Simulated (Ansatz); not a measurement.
Rh4⁺. Total charge 1; doublet. Geometry r2SCAN-D4/def2-SVP; atoms count from 1.

```xyz
4

Rh   -0.338    0.789   -1.246
Rh    0.585    0.998    0.973
Rh    0.947   -1.118   -0.283
Rh   -1.195   -0.668    0.556
```

In the def2 sets Rh takes a core potential; there is no spin–orbit coupling. The charge 1 doublet is spin-contaminated (final ⟨S²⟩ up to 2.19, 0.75 for a pure state). No other spin state of charge 1 was run. The geometry of the doublet was relaxed on an unsound state (⟨S²⟩ 1.64, where a pure state has 0.75). Another isomer (doublet) lies 0.02 eV lower at PBE0-D4/def2-TZVP; other spin states weren't run for this one.

**Question.** Estimate the Mulliken populations from the PBE0/def2-TZVP orbitals of Ansatz.

**Answer.** 
```csv
atom,charge (e),spin (α − β),d electrons
Rh1,0.26,1.55,7.87
Rh2,0.24,0.57,8.03
Rh3,0.26,-0.65,8.01
Rh4,0.25,-0.48,8.01
```
Mulliken values and Mayer orders depend strongly on the basis.

**Question.** Where does the spin sit?

**Answer.** Summed by element: Rh 1.00, of 1 unpaired in all. Largest on single atoms: Rh1 1.55, Rh3 -0.65, Rh2 0.57.

**Question.** And the Mayer bond orders between bonded heavy atoms (over 0.3)?

**Answer.** Rh1–Rh2 1.13 (2.41 Å); Rh1–Rh3 0.82 (2.49 Å); Rh1–Rh4 0.86 (2.47 Å); Rh2–Rh3 0.89 (2.49 Å); Rh2–Rh4 0.92 (2.47 Å); Rh3–Rh4 1.12 (2.34 Å).
